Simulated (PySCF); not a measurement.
CH7NSi3, SMILES N1=C[SiH2][Si@H]1[SiH3]. Atoms are numbered in the order given.

```xyz
12

Si     2.1993     0.7821     0.0646
Si     0.3769    -0.6860     0.1980
N     -0.8263    -0.1038     1.4317
C     -1.8459     0.2263     0.7090
Si    -1.5115    -0.2396    -1.1341
H      1.6896     2.1664    -0.1766
H      3.0059     0.7682     1.3228
H      3.0777     0.3846    -1.0791
H      0.8289    -2.0900     0.4514
H     -2.7382     0.6767     1.1934
H     -2.3477    -1.3804    -1.6264
H     -1.5632     0.8520    -2.1597
```

Coordinates come from a r2SCAN-D4/def2-SVP optimisation. The structure was generated by enumeration; whether it is a known compound was not checked.

Level of theory: PySCF with B3LYP/def2-TZVP.

Isolated molecule, no solvent.

```json
{
  "total_energy": "-965.63147 hartree",
  "highest_occupied_level": "-6.61 eV",
  "lowest_empty_level": "-1.52 eV",
  "orbital_gap": "5.09 eV",
  "dipole_moment": "1.61 D",
  "quadrupole, principal values (traceless, Buckingham form, about the centre of nuclear charge)": "-5.49, -0.03, 5.51 D·Å",
  "mean_static_polarisability": "104.0 bohr³ (15.41 Å³)",
  "polarisability_principal_values": "87.0, 92.8, 132.2 bohr³"
}
```
